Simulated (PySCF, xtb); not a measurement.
C₂H₆F₂OSi, SMILES CCO[SiH](F)F.

xtb 6.7.1 with GFN2-xTB at its own geometry gives an orbital gap of 7.67 eV and a dipole moment of 2.50 D.

The structure is a stationary point at ωB97X-D3(BJ)/def2-SVP. This is a generated structure with no PubChem entry under its InChIKey; it may be hypothetical. The values are those of a single conformer.

Q: What does B3LYP/def2-TZVP in PySCF give? (The exact figures need the calculation; the answer reports its results.)

A: gap 9.41 eV (levels -8.65 and 0.76 eV), dipole 1.63 D.
